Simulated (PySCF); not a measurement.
F5OSi2, SMILES F[Si](F)O[Si](F)(F)F (connectivity only; charge and spin as stated), charge +1, multiplicity 1.

Geometry optimised at B3LYP-D3(BJ)/def2-SVP. The multiplicity is an assumed one; other spin states were not compared. The isomer is the one that the SMILES or the coordinates give; other isomers of the formula were not compared. One conformer was computed; it need not be the lowest.

Computed with PySCF with TDA-B3LYP/def2-SVPD.

Vertical excitations. Gas-phase values at a fixed geometry.

Give excitation energies, oscillator strengths and character. (An estimate is asked for; the answer gives what the named calculation found.)


```csv
state,energy (eV),λ (nm),f,main pairs
S1,6.99,177,0.008,HOMO−1→LUMO 91 %
S2,7.14,174,0.000,HOMO→LUMO 99 %
S3,7.18,173,0.011,HOMO−2→LUMO 92 %
S4,7.88,157,0.000,HOMO−1→LUMO+1 86 %
S5,7.96,156,0.003,"HOMO−6→LUMO 45 %, HOMO−3→LUMO 45 %, HOMO−1→LUMO 7 %"
S6,8.07,154,0.009,"HOMO−4→LUMO 73 %, HOMO−7→LUMO 23 %"
S7,8.15,152,0.019,HOMO−5→LUMO 71 %
S8,8.16,152,0.004,"HOMO→LUMO+1 31 %, HOMO−6→LUMO 27 %, HOMO−3→LUMO 23 %, HOMO−5→LUMO 13 %"
S9,8.21,151,0.002,"HOMO→LUMO+1 61 %, HOMO−3→LUMO 23 %, HOMO−6→LUMO 15 %"
S10,8.24,151,0.000,"HOMO−7→LUMO 69 %, HOMO−4→LUMO 26 %"
T1,6.68,186,0,"HOMO−1→LUMO 81 %, HOMO−6→LUMO 15 %"
T2,6.84,181,0,"HOMO−2→LUMO 78 %, HOMO−7→LUMO 18 %"
T3,7.12,174,0,HOMO→LUMO 100 %
T4,7.70,161,0,"HOMO−2→LUMO+1 69 %, HOMO−7→LUMO+1 24 %"
```
Triplets are in the Tamm–Dancoff approximation.
